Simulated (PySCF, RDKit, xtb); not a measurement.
Complex: H2O (SMILES O) (first 3 atoms) with CH4S (SMILES CS); geometry from B3LYP-D3(BJ)/def2-TZVP, rigid monomers moved along the line of their centres of mass till O1···H9 is 3.07 Å.
(charge 0, multiplicity 1):
```xyz
9

O      0.26080    -0.08704     0.28513
H      0.83101    -0.70921    -0.17931
H     -0.61837    -0.21400    -0.08751
C      0.86680     0.79607     5.20721
S      0.27398    -0.83047     4.63505
H      0.17800     1.58824     4.92104
H      0.91390     0.74592     6.29370
H      1.86144     1.00983     4.82134
H      0.29025    -0.55116     3.31793
```

Counterpoise-corrected where a basis set is named; no monomer relaxation. Rows marked so take none. RDKit's UFF carries no charges.

Rows in 6-31G* carry no dispersion term and start afresh at each structure (6-31G* with six Cartesian d functions).

Programs: PySCF for 6-31G* rows; RDKit for the force fields; xtb for the GFN methods. Each number belongs to the level named beside it.

Question: One of these levels gives -4.1 kJ/mol for the interaction energy. Which?
A. UFF
B. GFN-FF
C. MMFF94
D. BP86/6-31G* (no counterpoise)

Answer: B, GFN-FF. The others give -5.4 (MMFF94), -1.2 (UFF), -6.8 (BP86/6-31G* (no counterpoise))
